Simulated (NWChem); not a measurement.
Molecule: CH$_{4}$BaN$_{2}$S

```xyz
9

Ba     0.5747     0.1104    -0.0009
S     -0.8381     2.6613     0.0018
H     -2.1087     2.1995    -0.0017
C     -0.9242    -2.5022     0.0013
N     -0.5515    -1.9715    -1.1522
N     -0.5444    -1.9739     1.1534
H     -1.5755    -3.4026     0.0023
H     -0.9431    -2.4626    -1.9489
H     -0.9301    -2.4673     1.9516
```
Atoms are numbered in this order, from 1.

The geometry was optimised at PBE0/def2-SVP. No frequency run checked for a minimum. def2 effective core potentials on Ba; no spin-orbit coupling.

Question: List the 6 lowest vertical singlet excitations from B3LYP/def2-SVP with def2 effective core potentials on Ba, full TDDFT (NWChem).

Answer: 
| state | energy (eV) | oscillator strength | leading excitation (squared amplitude) |
|---|---|---|---|
| S1 | 2.98 | 0.014 | HOMO → LUMO (0.99) |
| S2 | 3.29 | 0.019 | HOMO−1 → LUMO (0.98) |
| S3 | 3.54 | 0.000 | HOMO−2 → LUMO (0.99) |
| S4 | 3.99 | 0.011 | HOMO → LUMO+2 (0.93) |
| S5 | 4.02 | 0.016 | HOMO → LUMO+1 (0.99) |
| S6 | 4.08 | 0.026 | HOMO → LUMO+3 (0.88) |
